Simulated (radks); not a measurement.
The nuclear charge of the platinum ion Pt+ is varied continuously with 77 electrons held in [Xe] 4f14 5d9. Calculated with a radial shooting solver on a logarithmic mesh with Libxc functionals: scalar-relativistic Kohn-Sham, r2SCAN, spin-unpolarised, spherical densities, finite nucleus; meta-GGA in the generalised Kohn-Sham scheme; Fermi nuclear charge, rms radius 5.427 fm. By the Hellmann-Feynman theorem dE/dZ = E(electron-nucleus)/Z, the electronic potential at the nucleus (averaged over a nucleus of fixed radius). The scalar-relativistic energy here is not variational (the density holds large components alone), so the two differ by a part that grows with Z.

Z,E (hartree),E(electron-nucleus)/Z (hartree),HOMO,e(HOMO) (eV),<r> HOMO (bohr)
77,-17826.0550,-574.566,5d,-3.875,1.856
77.25,-17971.2841,-577.471,5d,-6.201,1.788
77.5,-18117.2545,-580.375,5d,-8.742,1.730
77.75,-18263.9666,-583.281,5d,-11.473,1.679
78,-18411.4210,-586.189,5d,-14.379,1.633
78.25,-18559.6185,-589.100,5d,-17.447,1.592
78.5,-18708.5600,-592.014,5d,-20.666,1.554
78.75,-18858.2466,-594.932,5d,-24.029,1.519
79,-19008.6793,-597.853,5d,-27.527,1.487

The central difference of E at Z = 78 is -591.304 hartree, to compare with the third column; the second derivative is -11.9 hartree.
